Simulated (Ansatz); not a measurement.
C2H9ClOSi2 (`CC[SiH](Cl)O[SiH3]`). Charge 0, multiplicity 1.

Cartesian coordinates in Å:
```
C -0.453 2.048 -0.360
C 0.881 1.509 0.148
Si 1.114 -0.312 -0.104
Cl 1.052 -0.739 -2.124
O -0.082 -1.132 0.634
Si -1.084 -2.426 0.518
H -1.293 1.559 0.139
H -0.541 3.122 -0.179
H -0.564 1.882 -1.433
H 1.720 2.020 -0.338
H 0.992 1.698 1.223
H 2.424 -0.798 0.387
H -0.302 -3.666 0.276
H -1.814 -2.539 1.804
H -2.050 -2.227 -0.591
```

Question: List the harmonic frequencies (cm⁻¹, unscaled) at PBE0-D4/def2-TZVP in Ansatz. (Best estimate.)

Answer: Computed: 19, 46, 63, 71, 146, 159, 247, 272, 402, 508, 603, 668, 693, 726, 737, 817, 846, 955, 955, 967, 983, 992, 1055, 1118, 1257, 1271, 1407, 1436, 1496, 1498, 2230, 2237, 2244, 2246, 3040, 3052, 3084, 3123, 3129.

Question: Is this a minimum?

Answer: Yes, all 39 modes are real.

Question: Give the ideal-gas thermochemistry at 298.15 K and 1 bar (rigid rotor, harmonic oscillator; point group C1, symmetry number 1).

Answer: Zero-point energy 279.9 kJ/mol; H(298) − E = 308.6 kJ/mol; entropy 431.9 J/(mol·K), of which translation 170.5, rotation 122.2, vibration 139.1; G(298) − E = 179.8 kJ/mol. Modes under 100 cm⁻¹ are hindered rotations or soft bends, so the harmonic entropy is rough.

Question: Rotational constants (cm⁻¹)?

Answer: 0.07036, 0.04237, 0.03214.
